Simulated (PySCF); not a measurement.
SMILES C[Si](F)(C)F, CAM-B3LYP/def2-SVP optimised geometry. Atoms within 1.6 Å of the plane z = 0.0 Å (x, y, z in Å): C1 (-1.19, -1.56, -1.57), Si2 (-0.59, -0.78, 0.00), C3 (-1.19, -1.56, 1.57), F4 (-1.03, 0.78, 0.00), F5 (1.03, -0.78, 0.00).

Calculation: CAM-B3LYP/def2-TZVP (PySCF). Cells within 0.4 Å of a nucleus heavier than hydrogen are left out (blank, or x).

Map of the deformation density (molecule minus spherical neutral atoms) (e/bohr³) on the plane z = 0.0 Å:

```
|333333333333333333333333333|
|333333333333333333333333333|
|333333333333333333333333333|
|333333333333333333333333333|
|333333333333333333333333333|
|333333333333333333333333333|
|333333333333333333333333333|
|333333333333333333333333333|
|333333333333333333333333333|
|333333335xx4333333333333333|
|33333334xxx5433333333333333|
|333333346xx6432233333333333|
|333333346897422233333333333|
|333322234775212333333333333|
|333322211233114555433333333|
|3332221001xx2378xx733333333|
|3332221001xxx488xxx33333333|
|3332221111xx2268xx633333333|
|333222211221013555433333333|
|333222222210002333333333333|
|333222222211112233333333333|
|333322222221122233333333333|
|333332222222222233333333333|
|333333222222222333333333333|
|333333322222233333333333333|
|333333333333333333333333333|
|333333333333333333333333333|
```
Scale: ten equal steps from -0.023 (start of '0') to 0.046 (end of '9'), in the order '0123456789'; x runs from -3.50 to 3.50, y from -3.50 (bottom) to 3.50 (top).
